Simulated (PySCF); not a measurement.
Geometries of 2 isomers of C6H3F3O, from PBE0-D3(BJ)/def2-SVP geometry optimisation, gas phase in PySCF. One conformer each, no zero-point energy, no frequencies.

**Question.** Which isomer lies lower at this level?
A.
```xyz
13
angstrom
O      2.269    1.035    0.210
C      1.045    0.497    0.074
C      0.585   -0.541    0.886
F      1.439   -0.980    1.820
C     -0.673   -1.108    0.762
C     -1.507   -0.606   -0.229
F     -2.722   -1.126   -0.378
C     -1.106    0.426   -1.070
C      0.164    0.963   -0.908
F      0.570    1.946   -1.699
H      2.714    0.589    0.942
H     -0.990   -1.917    1.420
H     -1.769    0.810   -1.845
```
B.
```xyz
13
angstrom
F     -2.174   -0.300   -1.846
C     -2.422    0.080   -0.622
F     -3.695    0.277   -0.404
C     -1.479    0.249    0.316
F     -1.866    0.643    1.531
C     -0.054    0.057    0.179
C      0.953    0.238    1.090
C      2.158   -0.104    0.405
C      1.787   -0.462   -0.857
O      0.448   -0.367   -0.999
H      0.837    0.573    2.117
H      3.170   -0.085    0.801
H      2.335   -0.795   -1.733
```

**Answer.** A. That is 2,4,6-trifluorophenol, `OC1=C(F)C=C(F)C=C1F`, 30.6 kcal/mol below the other.

| SMILES | atoms numbered as above | E (Eh) | relative (kcal/mol) | relative (kJ/mol) | dipole (D) |
| --- | --- | --- | --- | --- | --- |
| Oc1c(F)cc(F)cc1F | [OH:1][c:2]1[c:3]([F:4])[cH:5][c:6]([F:7])[cH:8][c:9]1[F:10] | -604.10680 | 0.0 | 0.0 | 1.36 |
| FC(F)=C(F)c1ccco1 | [F:1][C:2]([F:3])=[C:4]([F:5])[c:6]1[cH:7][cH:8][cH:9][o:10]1 | -604.05802 | 30.6 | 128.1 | 1.86 |

As drawn, the lower has an O–H bond, which the higher lacks; the higher has two fluorines on one carbon and a C=C bond outside aromatic rings, which the lower lacks.
